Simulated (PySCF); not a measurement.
## `C[C@H](Br)[C@@H]1[C@@H]2C=C[C@@H]21`, C₇H₉Br

Geometry (Å), atoms numbered from 1 in this order:
```xyz
17

C    -2.2283   -0.2731   -0.1004
C    -0.9759    0.2947    0.5388
Br   -1.4499    1.9208    1.5703
C     0.0650    0.6687   -0.4746
C     1.0500   -0.3271   -1.0440
C     1.5055   -1.2566    0.0617
C     1.9328   -0.2601    0.8345
C     1.5355    0.8058   -0.1650
H    -2.6588    0.4357   -0.8054
H    -1.9726   -1.1862   -0.6356
H    -2.9759   -0.5077    0.6543
H    -0.5709   -0.3928    1.2832
H    -0.3006    1.3916   -1.2001
H     1.1777   -0.4781   -2.1011
H     1.4210   -2.3212    0.1692
H     2.3340   -0.1838    1.8268
H     2.1043    1.6813   -0.4226
```

Computed with TDDFT PBE0/def2-SVPD circular dichroism and optical rotation, one conformer, gas phase (PySCF). Geometry: GFN2-xTB.

The molecule is flexible and this is one conformer; a measurement averages over conformers. The calculation is non-relativistic, which matters for the atoms heavier than Zn.

Problem. Draw the ECD and absorption spectra from the lowest 8 states, each a Gaussian of half-width 0.35 eV at 1/e height.

Solution. 
```
E (eV)  λ (nm)  Δε (L mol⁻¹ cm⁻¹)  ε (L mol⁻¹ cm⁻¹)
  4.46     278              -0.90              49.4
  4.61     269              -2.54               140
  4.76     261              -4.94               276
  4.91     253              -6.51               382
  5.06     245              -5.37               387
  5.21     238              -1.50               326
  5.36     231              +3.01               286
  5.51     225              +5.94               292
  5.66     219              +6.91               333
  5.81     214              +7.50               452
  5.96     208              +8.75               718
  6.11     203              +9.72              1190
  6.26     198              +9.20              1910
  6.41     194              +7.20              2650
```
Δε uses R in velocity form, ε uses f in length form. Only the states computed contribute, so the short-wavelength end is incomplete.

The sign of the CD band at 207 nm isn't settled: the length form gives the opposite one.
